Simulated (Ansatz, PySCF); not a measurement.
Gas-phase reaction 5 R1 + R2 → P1 + P2 + 2 P3 + 2 P4, each structure at its B3LYP-D3(BJ)/def2-TZVP stationary point, reached from a drawn start (curvature not checked).
P1, CH4 (SMILES C) (charge 0, multiplicity 1):
```csv
atom,x (Å),y (Å),z (Å)
C,0.0000,0.0000,0.0000
H,0.6289,0.6289,0.6289
H,-0.6289,-0.6289,0.6289
H,0.6289,-0.6289,-0.6289
H,-0.6289,0.6289,-0.6289
```
R1, H2 (SMILES [H][H]) (charge 0, multiplicity 1):
| atom | x (Å) | y (Å) | z (Å) |
|---|---|---|---|
| H | 0.0000 | 0.0000 | 0.3720 |
| H | 0.0000 | 0.0000 | -0.3720 |
P2: H2O (SMILES O), charge 0, multiplicity 1.
P3, HF (SMILES F) (charge 0, multiplicity 1):
```xyz
2

F      0.0000     0.0000     0.4622
H      0.0000     0.0000    -0.4622
```
P4: SiH4 (SMILES [SiH4]), charge 0, multiplicity 1.
R2, CH6F2OSi2 (SMILES C[Si](F)(F)O[SiH3]) (charge 0, multiplicity 1, Z-matrix in Å and degrees):
```
O
Si 1 1.6100
F 2 1.5935 1 108.91
F 2 1.5937 3 105.62 1 -116.85
Si 1 1.6457 2 151.06 3 -57.59
H 5 1.4774 1 107.65 2 174.84
H 5 1.4787 6 109.92 1 -119.41
H 5 1.4788 6 109.96 7 -120.97
C 2 1.8367 3 110.55 4 -119.60
H 9 1.0909 2 110.81 3 58.27
H 9 1.0911 10 108.34 2 121.41
H 9 1.0911 10 108.34 11 117.17
```

P less R. No zero-point or thermal terms. One arrangement of each flexible species, with no search for the lowest.

Frozen-core correlation throughout.

Codes used: Ansatz (a first-principles code) with Gaussian orbitals; PySCF for the D3/D4 terms. Each number belongs to the level named beside it.

Problem. One of these levels gives 318.0 kJ/mol for the reaction energy. Which?
(A) PBE/def2-TZVPP
(B) r2SCAN-D3(BJ)/def2-TZVPP
(C) CCSD/cc-pV(D+d)Z

Solution. C, CCSD/cc-pV(D+d)Z. The others give 369.4 (PBE/def2-TZVPP), 435.0 (r2SCAN-D3(BJ)/def2-TZVPP)
